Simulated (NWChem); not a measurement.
System: CHOS cation; SMILES O=C=[SH+]

All runs: NWChem. All runs use the structure optimised with PBE0-D3(BJ)/def2-TZVP. Level MN15/def2-SVP: energy and gradient on several grids; changes count from the extra-fine grid, which is no exact limit either.

Q: Which is the coarsest grid (medium; xcoarse; xfine; coarse; fine) from which on the energy stays within 100 μHa and each gradient component within 200 μHa/bohr of xfine?

A: medium.
```
grid     size of the energy change (μHa)  largest change of a gradient component (μHa/bohr)
-------  -------------------------------  -------------------------------------------------
xcoarse                            20000                                               1000
coarse                               100                                                500
medium                              < 10                                                100
fine                                < 10                                               < 30
xfine                               < 10                                               < 30
```
